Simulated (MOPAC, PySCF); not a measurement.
Ligands exchanged one at a time, Al F-Cl. Gas-phase values, no solvent. Strings in code marks are SMILES.

Quantity: vertical ionisation energy (energy after one electron is removed minus that of the parent at the parent's geometry), in eV.

Level 1: PBE-D3(BJ)/def2-TZVP // ωB97X-D3(BJ)/def2-TZVP (PySCF)
Level 2: SVWN5/6-31G* // ωB97X-D3(BJ)/def2-TZVP (PySCF)
Level 3: minus the HOMO energy of HF/6-31G* // ωB97X-D3(BJ)/def2-TZVP (PySCF)
Level 4: minus the HOMO energy of PM6 // ωB97X-D3(BJ)/def2-TZVP (MOPAC)

| species | level 1 | level 2 | level 3 | level 4 |
|---|---|---|---|---|
| `[F][Al]([F])[Cl]` | 12.20 | 12.26 | 13.35 | 11.86 |
